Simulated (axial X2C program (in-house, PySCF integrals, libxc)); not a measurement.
# Nuclear properties of BeLa

Calculated with an in-house all-electron X2C program for linear molecules (integrals from PySCF): two-component X2C with atomic mean-field Coulomb and Gaunt terms, Gaussian nuclei, basis La dyall-cv3z, Be dyall-cv3z with contracted cores.

R = 2.633 Å (near the PBE0 minimum at charge 0 of the determinant lowest at the starting distance; the state shown can have its own minimum elsewhere).

Input and command:
```json
{"zs": [57, 4], "q": 0, "bas": ["dyall-cv3z", "dyall-cv3z"], "r0": 2.82, "levels": ["PBE0", "HF", "BP86", "BHandHLYP", "PBE"], "nst": 3}
```
```bash
python soeom.py task.json out
```

Keys: zs atomic numbers; q charge; bas basis sets; r0 starting distance in Å; levels methods; nst determinants followed.

Determinant lowest in the PBE0 search, Ω = 3/2 (⟨Sz⟩ = 1.50, ⟨Lz⟩ = 0.00 at PBE0), spin on the atoms La 1.28, Be 0.21:

```csv
level,Eeff magnitude (GV/cm),Ws magnitude La (kHz),A∥/gI La (MHz),qzz La (a.u.),A∥/gI Be (MHz),qzz Be (a.u.),μ (D)
PBE0,5.15,1.97,1310,-2.48,-12.9,0.05,-2.25
HF,3.7,1.08,1300,-3.06,-24.5,0.00,-2.07
BP86,5.76,2.33,1380,-2.36,-0.607,0.06,-2.08
BHandHLYP,7.34,2.98,1360,-2.65,1.18,0.05,-1.68
PBE,5.65,2.28,1340,-2.35,-2.22,0.06,-2.10
```

Determinant 0.41 eV from it at PBE0 and this distance, Ω = 1/2 (⟨Sz⟩ = 1.49, ⟨Lz⟩ = -0.99 at PBE0), spin on the atoms La 1.14, Be 0.35:

| level | Eeff magnitude (GV/cm) | Ws magnitude La (kHz) | A∥/gI La (MHz) | qzz La (a.u.) | A∥/gI Be (MHz) | qzz Be (a.u.) | μ (D) |
| --- | --- | --- | --- | --- | --- | --- | --- |
| PBE0 | 6.8 | 8.65 | 3700 | -2.94 | 47.5 | -0.08 | -3.32 |
| HF | 9.95 | 12.6 | 2830 | -2.23 | 12.5 | -0.06 | -3.25 |
| BP86 | 6.3 | 8.07 | 3880 | -3.20 | 62.8 | -0.08 | -3.03 |
| BHandHLYP | 6.71 | 8.54 | 3720 | -2.74 | 56.9 | -0.07 | -3.36 |
| PBE | 6.25 | 7.99 | 3690 | -3.16 | 59 | -0.08 | -3.10 |

Eeff is the effective electric field on the electron electric dipole moment in this Ω state and Ws the scalar–pseudoscalar constant of the nucleus named (defined with the proton number Z and per Ω); A∥ (defined per Ω) follows by multiplying with gI = μI/(I μN); qzz is the electric field gradient, eQq0 = 234.96 MHz × Q/barn × qzz; μ is positive if the Be end (last atom) is positive. The operators were transformed with the bare-nucleus X2C matrices; with these basis sets, hyperfine constants and field gradients can be off by tens of per cent, and where levels differ in sign neither size nor sign is settled.

**Question.** With gI(139La) = 0.7952, Q(139La) = 0.206 barn (g factors from the IAEA table of nuclear moments by Stone; Q from Pyykkö, Mol. Phys. 2018), turn the PBE0 values of the first state into constants in MHz.

**Answer.** A∥(139La) = 1310 × 0.7952 = 1040 MHz; eQq0(139La) = 234.96 × (0.206) × (-2.48) = -120 MHz.

Each state is one determinant with collinear spin, which with several unpaired electrons need not be a pure state. Unrestricted Hartree–Fock can overshoot spin polarisation at the nuclei. This is the top spin component of a Σ state; components of lower Ω are not single determinants and can lie lower. With several open shells hyperfine constants can be off by a factor of several. States lie within half an eV, so the first need not be the ground state. Further determinants of the search, some of them spin-mixed, are not shown. Where a field gradient or hyperfine factor spreads by more than a factor of two over the levels, a constant derived from it is not to be relied on. PBE0 term energies can be off by some tenths of an eV.
